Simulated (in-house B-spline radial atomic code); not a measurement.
Ge⁶⁺: [Ar] 3d8

Computed with a radial B-spline atomic code at the basis-set limit: Dirac-Kohn-Sham BP86, spherical fractional occupations, Fermi nucleus of rms radius 4.0742 fm.

Z_r = [3n² - l(l+1)]/(2<r>); Z_e = n√(-2ε); the last column is Slater's effective charge. Values are occupation-weighted means over j.

```json
{"shell": "1s", "electrons": "2", "ε (eV)": "-11073", "<r> (bohr)": "0.04699", "Z_r": "31.92", "Z_e": "28.53", "Slater": "31.70"}
{"shell": "2s", "electrons": "2", "ε (eV)": "-1483.8", "<r> (bohr)": "0.2097", "Z_r": "28.61", "Z_e": "20.89", "Slater": "27.85"}
{"shell": "2p", "electrons": "6", "ε (eV)": "-1311", "<r> (bohr)": "0.1836", "Z_r": "27.24", "Z_e": "19.63", "Slater": "27.85"}
{"shell": "3s", "electrons": "2", "ε (eV)": "-274.18", "<r> (bohr)": "0.6122", "Z_r": "22.05", "Z_e": "13.47", "Slater": "20.75"}
{"shell": "3p", "electrons": "6", "ε (eV)": "-220.78", "<r> (bohr)": "0.6275", "Z_r": "19.92", "Z_e": "12.08", "Slater": "20.75"}
{"shell": "3d", "electrons": "8", "ε (eV)": "-132.91", "<r> (bohr)": "0.6543", "Z_r": "16.05", "Z_e": "9.38", "Slater": "11.55"}
```

The least bound orbital is 3d5/2 at -132.6 eV, and it is also the most diffuse (<r> = 0.6556 bohr).

Spin-orbit splittings of the orbital energies (j = l + 1/2 above j = l - 1/2 when positive): 2p 31.89 eV, 3p 4.53 eV, 3d 0.6894 eV.

For the 1s electron the small component carries 1.34 % of the norm, the zero-frequency Breit interaction raises the level by 16.21 eV, self-energy by 8.398 eV, and vacuum polarisation lowers it by 0.8099 eV.
